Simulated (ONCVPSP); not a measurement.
**vanadium (V): one change to an ONCV potential, before and after**

V, optimised norm-conserving Vanderbilt (ONCV), made with ONCVPSP 4.0.1 (PBE, scalar-relativistic). Core [Ne], reference 3s2 3p6 3d3 4s2. Waves: 3s+4s: rc 1.55 bohr, ncon 5, nbas 9, qcut 7.2 1/bohr, 2 projectors; 3p: rc 1.05 bohr, ncon 5, nbas 8, qcut 6.7 1/bohr, 2 projectors, debl 1.5 Ha; 3d: rc 2.40 bohr, ncon 4, nbas 9, qcut 5.8 1/bohr, 2 projectors, debl 3.4 Ha. Local part: polynomial inside 0.75 bohr (lpopt 5, dvloc0 0 Ha). Core correction: Teter function, fcfact 2.75, rcfact 1.55.

In the p channel the program set the typed energies aside and used -1.618, 0.250 Ha.

Change: p: qcut 4.1.

Cutoffs: the cutoffs (Ha) at which the residual kinetic energy of the hardest occupied pseudo-wave falls to 1 and 0.1 mHa per electron; they do not see the model core or the augmentation charge, which bear on the density cutoff. Errors are all-electron minus pseudo energies relative to the spin-unpolarised reference configuration.

**Question.** How do hardness, ghosts and transferability respond?

**Answer.** The potential gets softer (71 Ha and 159 Ha → 43 Ha and 92 Ha); the errors of the 4 common tests hardly move; neither file shows a bound ghost. The waves are optimised to have the least kinetic energy above qcut, so the cutoff follows it (qcut²/2 in Ha).

```tsv
quantity	base	changed
cutoff, loose	71 Ha	43 Ha
cutoff, tight	159 Ha	92 Ha
loose cutoff by channel	s 21 Ha, p 71 Ha, d 14 Ha	s 21 Ha, p 43 Ha, d 14 Ha
bound ghosts	none	none
GHOST(+) flags under 300 eV	d at 67.5 eV	d at 67.5 eV
error for 3s2 3p6 3d3 4s1, meV [ΔE 7.74 eV]	-0.3	-0.3
error for 3s2 3p6 3d3 4s0, meV [ΔE 22.03 eV]	-16	-16
error for 3s2 3p6 3d2 4s0, meV [ΔE 50.93 eV]	+302	+302
error for 3s2 3p6 3d4 4s1, meV [ΔE 0.59 eV]	+140	+140
s: phases at 1.58 bohr within 0.05 rad from the reference energy up to (Ha; the scan ends near 5)	to the end of the scan	to the end of the scan
p: phases at 1.06 bohr within 0.05 rad from the reference energy up to (Ha; the scan ends near 5)	to the end of the scan	to the end of the scan
d: phases at 2.44 bohr within 0.05 rad from the reference energy up to (Ha; the scan ends near 5)	0.2	0.2
rms error of d²Exc/dni dnj with the model core, mHa	2.76	2.77
```
